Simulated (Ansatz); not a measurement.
Cost and result up the ladder for Li8I8 (started as a model of: 2x2x4 LiI rock-salt block) (16 atoms). Charge 0, multiplicity 1. Geometry: PBE-D4/def2-SVP.

```xyz
16

Li   -2.141    0.435   -3.595
I    -1.940    1.470   -1.087
Li   -0.720    1.461    1.448
I    -0.334    2.345    4.042
I     0.336    0.695   -4.622
Li    0.723    0.826   -1.884
I     1.944    1.763    0.471
Li    2.142    1.723    3.184
I    -2.639   -2.182   -3.197
Li   -1.516   -1.338   -0.813
I    -1.221   -1.296    1.984
Li    0.030   -0.320    4.194
Li   -0.032   -1.839   -3.783
I     1.218   -1.936   -1.369
Li    1.514   -0.948    1.248
I     2.636   -0.859    3.777
```

Ansatz on 4 threads of Arm Neoverse V2 on a shared host. Times are rough, and most runs start from the orbitals of an earlier one. PBE0-D4/def2-SVP serves as the yardstick here, not as an exact answer. Binding counts from free atoms at the same level (Li doublet, I doublet; other spins of the atoms weren't run), without zero-point energy.

In the def2 sets I takes a core potential; there is no spin–orbit coupling. Correlated methods freeze 32 core orbitals; core or outer-core shells of Li, I are correlated, in sets that lack core-valence functions.

| level | functions | wall time |
| --- | --- | --- |
| PBE-D4/def2-SVP | 280 | 15 s |
| MP2/def2-SVP | 280 | 36 s |
| PBE0-D4/def2-SVP (with forces) | 280 | 39 s |
| r2SCAN-D4/def2-SVP (with forces) | 280 | 40 s |

Q: Estimate what each level gives for the binding energy per atom (eV).

A: 
```tsv
level	binding energy per atom (eV)	difference from PBE0-D4/def2-SVP (eV)
PBE-D4/def2-SVP	2.66	0.00
MP2/def2-SVP	2.56	-0.11
PBE0-D4/def2-SVP (with forces)	2.67	0.00
r2SCAN-D4/def2-SVP (with forces)	2.68	0.02
```
